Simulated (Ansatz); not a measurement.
The same hydrolysis along the group V, Nb, Ta.

Program: Ansatz. Geometries: PBE0-D4/def2-TZVP. ΔE: electronic, gas phase. CCSD(T)/CBS adds triple-zeta CCSD(T) − MP2 to the extrapolated MP2 energy (def2 sets, frozen cores). This one scheme is used for every species. def2 core potentials past Kr. For Nb, Ta, V outer-core shells are correlated without core-valence functions, which leaves a few kJ/mol of doubt a bond. Scalar relativity is left out up to krypton. One conformer a species, not always the lowest.

```tsv
reaction	CCSD/CBS(def2) (kJ/mol)	CCSD(T)/CBS(def2) (kJ/mol)
`[O]=[V]([OH])([F])[F]` + H₂O → `[O]=[V]([OH])([OH])[F]` + H–F	20	18
`[O]=[Nb]([OH])([F])[F]` + H₂O → `[O]=[Nb]([OH])([OH])[F]` + H–F	30	30
`[O]=[Ta]([OH])([F])[F]` + H₂O → `[O]=[Ta]([OH])([OH])[F]` + H–F	28	27
```

Largest T1 diagnostic: 0.032, for `[O]=[V]([OH])([OH])[F]`, so its coupled-cluster energy is less sure.
